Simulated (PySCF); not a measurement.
C3H9BrSi.
Atom-mapped SMILES: `[SiH3:1][CH2:2][CH2:3][CH2:4][Br:5]` (hydrogens: H6, H7, H8 on Si1; H9, H10 on C2; H11, H12 on C3; H13, H14 on C4)

Computed with PBE0-D3(BJ)/def2-SVP geometry optimisation, gas phase (PySCF 2.14.0).

Task: Give the optimised bond lengths and angles.

Result: 
```tsv
bond	length (Å)
Si1–C2	1.889
C2–C3	1.528
C3–C4	1.514
C4–Br5	1.945
Si1–H6, Si1–H7, Si1–H8	1.495
C2–H9, C2–H10	1.104
C3–H11, C3–H12	1.103
C4–H13, C4–H14	1.098
```

Bonds in one row agree within 0.01 Å and their mean is given. A selection of angles:
```tsv
angle	degrees
C2–Si1–H6	110.2
H6–Si1–H7	108.9
H6–Si1–H8	108.5
Si1–C2–C3	113.8
Si1–C2–H9	107.7
C3–C2–H9	110.6
C3–C2–H10	110.5
H9–C2–H10	106.0
C2–C3–C4	111.6
C2–C3–H11	110.6
C2–C3–H12	110.2
C4–C3–H11	109.0
H11–C3–H12	106.2
C3–C4–Br5	112.1
C3–C4–H13	111.9
Br5–C4–H13	106.0
H13–C4–H14	108.6
```

Dihedral angles: Si1–C2–C3–C4 178° (antiperiplanar); C2–C3–C4–Br5 180° (antiperiplanar). The mirror-image conformer, all signs reversed, is as good.

The 5 heavy atoms lie in one plane (0.014 Å rms). Si1 (SiH3 silicon) is tetrahedral (angles from 108.5° to 110.3°).

Point group: near Cs, missed by 0.09 Å at most; the miss may be what the optimiser left on a soft mode. No PBE0-D3(BJ)/def2-SVP frequencies stand behind this structure, so it isn't proved a minimum. One conformer, not necessarily the lowest.
